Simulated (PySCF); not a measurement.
Rigid-rotor lines calculated for a species of formula CH7B2FSi (commonest isotopes; PBE0-D3(BJ)/def2-SVP geometry optimisation, gas phase in PySCF 2.14.0), labelled J(Ka,Kc):

```json
{"transition": "2(0,2) ← 1(0,1)", "MHz": "7589.1"}
{"transition": "1(0,1) ← 0(0,0)", "MHz": "3859.7"}
{"transition": "1(1,1) ← 0(0,0)", "MHz": "5926.3"}
{"transition": "2(1,1) ← 1(1,0)", "MHz": "8368.5"}
{"transition": "2(1,2) ← 1(1,1)", "MHz": "7070.4"}
```

Q: Find the rotational constants.

A: 1(0,1) ← 0(0,0) is B + C, 2(1,1) ← 1(1,0) is 3B + C and 2(1,2) ← 1(1,1) is B + 3C, so B − C is half the difference of the last two, 649.1 MHz. 1(1,1) ← 0(0,0) is A + C. A = 4320.9, B = 2254.4, C = 1605.4 MHz.

Q: What moments of inertia, asymmetry and inertial defect follow?

A: I = 505379 MHz·u·Å² over each constant: Ia = 116.96, Ib = 224.18, Ic = 314.81 u·Å²; κ = (2B − A − C)/(A − C) = -0.522 (asymmetric top); Δ = Ic − Ia − Ib = -26.33 u·Å².

Q: Which dipole components do these lines need?

A: μa and μb (a-type: ΔKa even, ΔKc odd; b-type: both odd). The calculation gives |μa| = 0.47 D, |μb| = 1.56 D, |μc| = 0.36 D.

Q: Where do these fall, and of which type are they? 3(3,1) ← 3(2,2); 2(1,2) ← 2(0,2); 2(2,0) ← 2(1,1); 3(2,2) ← 2(1,1); 3(3,1) ← 2(2,0); 3(2,2) ← 3(1,3); 3(1,3) ← 2(1,2); 3(2,1) ← 3(1,2); 3(0,3) ← 2(0,2); 3(1,2) ← 3(1,3); 3(3,1) ← 2(2,1); 3(2,1) ← 2(1,2).

A: 
| transition | MHz | type | branch |
| --- | --- | --- | --- |
| 2(1,2) ← 2(0,2) | 1548 | c | Q |
| 3(1,2) ← 3(1,3) | 3877 | a | Q |
| 3(2,1) ← 3(1,2) | 5938 | b | Q |
| 2(2,0) ← 2(1,1) | 6330 | b | Q |
| 3(2,2) ← 3(1,3) | 9195 | b | Q |
| 3(1,3) ← 2(1,2) | 10531 | a | R |
| 3(0,3) ← 2(0,2) | 11089 | a | R |
| 3(3,1) ← 3(2,2) | 12030 | b | Q |
| 3(2,2) ← 2(1,1) | 17779 | b | R |
| 3(2,1) ← 2(1,2) | 20346 | b | R |
| 3(3,1) ← 2(2,0) | 23479 | b | R |
| 3(3,1) ← 2(2,1) | 23609 | c | R |

Q: Which structure gave them?

A: `B(BF)(C)[SiH3]`, point group C1. Three constants can't fix a structure by themselves; this is the one that was computed:
```
atom  x, y, z in Å
C1    -1.369   -1.088    0.162
B2    -0.396    0.134    0.092
Si3    1.611   -0.170   -0.018
B4    -0.875    1.744    0.211
F5    -1.060    2.515   -0.857
H6    -1.454   -1.260    1.258
H7    -0.982   -2.029   -0.257
H8    -2.392   -0.902   -0.196
H9     2.020   -1.584    0.261
H10    2.021    0.160   -1.424
H11    2.390    0.732    0.891
H12   -1.026    2.293    1.290
```

The values belong to one conformer (point group C1) with, in the numbering `[CH3:1][B:2]([SiH3:3])[BH:4][F:5]`, C1–B2–B4–F5 -98°. No PBE0-D3(BJ)/def2-SVP frequencies stand behind this structure, so it isn't proved a minimum. Zero-point vibration and centrifugal distortion are left out. A rigid rotor knows nothing of internal rotation, which can split or shift real lines. Quadrupole hyperfine structure (11B) is left out.
